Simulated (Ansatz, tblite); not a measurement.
Cost and result up the ladder for Ga12As11H32⁻, a nanocrystal cut from zinc blende GaAs (hydrogen-capped) (55 atoms). Total charge -1; singlet. Geometry: PBE-D4/def2-SVP.

```xyz
55

As    4.036    2.208   -0.422
As   -2.013    3.917    1.093
As   -3.567    0.818   -1.585
As    2.877   -0.503   -3.043
As   -0.777   -1.108   -3.546
As    0.222    1.754   -1.108
As    1.757    0.806    2.392
As   -1.995    0.049    1.883
As    0.922   -2.139   -0.112
As   -2.905   -2.748   -0.744
As   -0.980   -3.543    2.999
Ga    0.188    4.026   -0.113
Ga    2.385    1.773   -2.298
Ga    4.021    1.848    2.072
Ga   -1.402    1.179   -2.838
Ga   -2.670    2.239    2.856
Ga   -3.771   -0.695    0.410
Ga    1.343   -1.151   -4.911
Ga    3.254   -1.826   -0.957
Ga   -0.623   -2.892   -1.837
Ga    0.139    0.039    0.650
Ga   -1.937   -1.402    3.908
Ga    1.194   -3.770    1.740
H     5.369    1.642   -0.910
H     4.417    3.681   -0.591
H    -2.342    5.301    1.661
H    -3.093    3.942    0.011
H    -4.659    0.460   -2.596
H    -4.151    2.169   -1.175
H     4.247   -0.327   -3.707
H    -1.898   -1.556   -4.491
H     0.941    1.701    3.319
H     1.899   -0.381    3.338
H    -3.966   -3.175   -1.762
H    -3.118   -3.916    0.218
H    -2.082   -4.264    2.221
H    -0.948   -4.540    4.161
H     0.118    5.161   -1.214
H     1.299    4.021    1.026
H     2.514    2.977   -3.320
H     3.975    3.281    2.740
H     5.103    0.748    2.402
H    -1.670    2.189   -4.025
H    -4.249    2.297    3.000
H    -1.697    2.581    4.062
H    -5.269   -0.857    0.885
H     1.282    0.025   -5.973
H     1.597   -2.659   -5.333
H     3.904   -3.235   -1.275
H     3.943   -0.816    0.072
H    -0.473   -4.340   -2.453
H    -0.806   -0.858    4.878
H    -3.417   -1.685    4.407
H     2.263   -3.196    2.764
H     1.269   -5.248    1.173
```

Ansatz on 11 threads of AMD EPYC 7R13 on a shared host and a whole NVIDIA H100 80GB HBM3; xTB runs through tblite on one thread. Times are rough, summed over both states, and most runs start from the orbitals of an earlier one. PBE0-D4/def2-SVP serves as the yardstick here, not as an exact answer. The other state is a doublet.

The xTB rows come from tblite. Single mean-field runs in def2-SVP are fitted with def2-universal-jkfit. HOMO above LUMO, or a gap near zero within one spin, warns that the state may not be the lowest or that an electron is smeared out.

Run but left out: BLYP-D4/def2-SVP (neutral doublet: an occupied level 0.00 eV above an empty one).

Raw xTB energies of ions are shifted by several eV.

| level | functions | wall time | vertical IE (eV) | difference from PBE0-D4/def2-SVP (eV) | remarks |
| --- | --- | --- | --- | --- | --- |
| GFN1-xTB | 271 | 1.7 s | 9.29 | 4.06 | – |
| GFN2-xTB | 239 | 2.6 s | 9.52 | 4.30 | – |
| PBE-D4/def2-SVP (with forces) | 896 | 25 s | 4.75 | -0.48 | gap within one spin near zero (doublet) |
| PBE0-D4/def2-SVP | 896 | 53 s | 5.23 | 0.00 | – |
